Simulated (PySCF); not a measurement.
# Correlation energy of Pd²⁺ (palladium, charge +2)

[Kr] 4d7 5s1, high-spin 5F determinant (an excited configuration). Calculation: PySCF 2.14, in x2c-TZVPPall (8s6p6d2f1g, 79 functions); the spin-free X2C one-electron Hamiltonian (Gaussian nucleus). Frozen: [Ar] 3d10; 16 electrons correlated.

```csv
level,correlation energy (mhartree)
CCSD,-477.32
(T),-10.12
CCSD(T),-487.44
```

Diagnostics: T1 = 0.0058, D1 = 0.0229, largest double amplitude 0.024.

Question: Is a single reference adequate?

Answer: Yes, within this model without spin-orbit coupling: T1 lies below 0.03 and no double amplitude reaches 0.07.

This basis was not built for core-valence correlation, so the inner-shell part is incomplete.
